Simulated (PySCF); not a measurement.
**Electron correlation in Al (aluminium, neutral)**

[Ne] 3s2 3d1, 2D determinant (an excited configuration). Calculation: PySCF 2.14, in aug-cc-pwCVDZ (6s5p3d, 36 functions); no relativity, point nucleus. Frozen: 1s2; 11 electrons correlated.

```csv
level,correlation energy (mhartree)
CCSD,-190.35
(T),-10.15
CCSD(T),-200.50
```

Diagnostics: T1 = 0.024, D1 = 0.1061, largest double amplitude 0.392.

The outer electron is Rydberg-like, and this basis confines it to a smaller radius and binds it less than a complete one would. A double-excitation amplitude exceeds 0.15, a sign of near-degeneracy.

Cost of the coupled-cluster step: of the order of 1.7 core-seconds, for 11 correlated electrons.
